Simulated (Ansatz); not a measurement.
CH8ClNSi2, SMILES `[SiH3]CN[SiH2]Cl`. Charge 0, multiplicity 1. All single points use the PBE0-D4/def2-TZVP geometry. It is one conformer, not always the lowest.

```xyz
13

Si    0.444    0.815    1.988
C     0.681    0.325    0.181
N    -0.594    0.002   -0.446
Si   -0.758   -1.115   -1.718
Cl    0.100   -0.509   -3.504
H    -0.060   -0.340    2.773
H     1.726    1.296    2.571
H    -0.561    1.913    2.054
H     1.322   -0.563    0.154
H     1.231    1.108   -0.359
H    -1.283    0.735   -0.368
H    -0.046   -2.359   -1.349
H    -2.201   -1.308   -1.977
```

**Question.** What is the dipole moment at PBE/def2-TZVPP? (Estimate.)

**Answer.** Computed: 1.41 D, with components (-0.19, 0.54, 1.29) D in this frame, pointing from negative to positive charge.

**Question.** And with r2SCAN, B3LYP, ωB97M-V? (Estimate.)

**Answer.** The calculation gave: r2SCAN 1.46 D, B3LYP 1.46 D, ωB97M-V 1.46 D.

**Question.** Give the Mulliken charges with PBE, ωB97M-V, B3LYP in def2-TZVPP. (Best estimate.)

**Answer.** Computed: 
```csv
atom,PBE,ωB97M-V,B3LYP
Si1,0.20,0.18,0.28
C2,-0.16,-0.24,-0.17
N3,-0.24,-0.30,-0.30
Si4,0.38,0.38,0.47
Cl5,-0.25,-0.24,-0.28
H6,-0.05,-0.02,-0.06
H7,-0.06,-0.03,-0.07
H8,-0.06,-0.03,-0.07
H9,0.10,0.12,0.10
H10,0.11,0.14,0.11
H11,0.14,0.11,0.13
H12,-0.06,-0.03,-0.07
H13,-0.06,-0.02,-0.07
```

B3LYP here is the variant with VWN-RPA as its local correlation; programs differ in this.
